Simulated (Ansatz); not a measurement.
H₅OPSSi₂, SMILES `[SiH3][SiH]1OPS1`. The species carries charge 0 and has multiplicity 1.

```xyz
10

Si    0.405    0.297   -1.594
Si    0.137    0.702    0.698
O    -1.386    0.258    1.240
P    -1.040   -1.170    2.016
S     1.085   -0.775    1.928
H     1.836    0.508   -1.941
H    -0.434    1.222   -2.404
H     0.025   -1.108   -1.894
H     0.462    2.101    1.079
H    -1.090   -2.036    0.872
```

(1) What are the harmonic wavenumbers in cm⁻¹ at PBE0-D4/def2-TZVP (Ansatz, finite differences of forces, unscaled)? (Estimate.)

(2) Is this a minimum?

(3) Give the ideal-gas thermochemistry at 298.15 K and 1 bar (rigid rotor, harmonic oscillator; point group C1, symmetry number 1).

Results:

(1) Ansatz gave: 69, 101, 110, 201, 350, 431, 438, 481, 515, 541, 676, 773, 791, 829, 852, 883, 931, 933, 969, 2213, 2222, 2228, 2237, 2283.

(2) Yes, all 24 modes are real.

(3) Zero-point energy 131.9 kJ/mol; H(298) − E = 154.9 kJ/mol; entropy 370.7 J/(mol·K), of which translation 170.5, rotation 119.1, vibration 81.1; G(298) − E = 44.4 kJ/mol. Modes under 100 cm⁻¹ are hindered rotations or soft bends, so the harmonic entropy is rough.
